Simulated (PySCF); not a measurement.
A PySCF script (with the pyscf-properties extension) for the NMR shieldings of `InChI=1S/C5H10O4S/c1-3-10(7,8)5(2)9-4-6/h4-5H,3H2,1-2H3/t5-/m1/s1`, on a GFN2-xTB geometry:

```python
import basis_set_exchange as bse
import numpy as np
from pyscf import gto, dft
from pyscf.prop import nmr

atoms = """
C     2.838624   -0.391278    0.524083
C     1.449505   -0.755737    0.048423
S     0.402963    0.716619    0.323125
O     0.180607    0.871204    1.732588
O     0.985244    1.823613   -0.385718
C    -1.261633    0.421415   -0.481517
C    -2.020272    1.720236   -0.369516
O    -1.929656   -0.601756    0.222675
C    -1.701354   -1.854181   -0.133965
O    -0.962916   -2.221228   -1.001757
H     2.808730   -0.142994    1.582460
H     3.529836   -1.217269    0.371129
H     3.192883    0.478957   -0.023040
H     1.413492   -0.975257   -1.014195
H     1.017802   -1.569952    0.621769
H    -1.056047    0.115468   -1.510774
H    -2.160268    1.953299    0.683388
H    -1.430251    2.507639   -0.829681
H    -2.990328    1.652639   -0.856770
H    -2.312107   -2.520760    0.494256
"""
names = dict.fromkeys(["C", "S", "O", "H"], "pcSseg-1")
basis = {el: gto.basis.parse(bse.get_basis(n, elements=[el], fmt="nwchem")) for el, n in names.items()}
mol = gto.M(atom=atoms, basis=basis, charge=0, verbose=0)
mf = dft.RKS(mol, xc="PBE0")
mf.grids.level = 2
mf.grids.alignment = dft.numint.BLKSIZE   # the property module wants whole blocks of grid points
mf.conv_tol = 1e-9
mf.kernel()

calc = nmr.RKS(mf)   # GIAO
C = mf.mo_coeff
Co = C[:, mf.mo_occ > 0]
resp = mf.gen_response(singlet=True, hermi=2)
def vind(x):   # induced exchange potential for any number of trial vectors
    d = np.einsum("pi,xij,qj->xpq", C, 2 * x.reshape(-1, C.shape[1], Co.shape[1]), Co, optimize=True)
    return np.einsum("xpq,pi,qj->xij", resp(d - d.transpose(0, 2, 1)), C, Co, optimize=True).ravel()
mo1, _ = nmr.rhf.solve_mo1(calc, with_cphf=vind)
sigma = calc.kernel(mo1)
for i, s in enumerate(sigma):   # ppm
    print("%2d %-2s %9.2f" % (i, mol.atom_pure_symbol(i), np.trace(s) / 3))
```

Question: What does it print?

Answer: 
```
 0 C     180.75
 1 C     127.10
 2 S     180.07
 3 O     154.88
 4 O     143.22
 5 C      97.29
 6 C     175.17
 7 O     101.75
 8 C      20.34
 9 O    -114.41
10 H      30.12
11 H      30.40
12 H      29.84
13 H      28.95
14 H      29.05
15 H      26.16
16 H      29.64
17 H      29.57
18 H      30.28
19 H      23.58
```

These numbers come from an equivalent density-fitted implementation of the same equations, which agrees with the script to about 0.01 ppm for H and up to a few tenths of a ppm for heavy atoms, so last digits may differ.

Question: Turn these shieldings into chemical shifts. Chemical shifts δ = σref − σ; ¹³C (186.93 ppm), ¹H (31.72 ppm) against TMS; ³³S (503.73 ppm) against CS2; H2O for ¹⁷O (336.08 ppm), all at this level.

Answer: Averaging equivalent atoms: C 8: 166.6; C 5: 89.6; C 1: 59.8; C 6: 11.8; C 0: 6.2; S 2: 324; O 9: 450.5; O 7: 234.3; O 4: 192.9; O 3: 181.2; H 19: 8.14; H 15: 5.55; H 13: 2.77; H 14: 2.67; H 16/17/18: 1.89; H 10/11/12: 1.60 ppm. Unscaled 17O shifts of doubly bonded oxygen tend to come out too high, by tens of ppm or more. Experimental scales use liquid or dissolved standards, which lie at an offset from isolated H2O (liquid H2O: subtract about 36 ppm).

Size and cost of the density-fitted run: 227 basis functions, 77 s wall time on 1 thread of an Intel Xeon Platinum 8375C, shared host; peak memory 1 GiB.
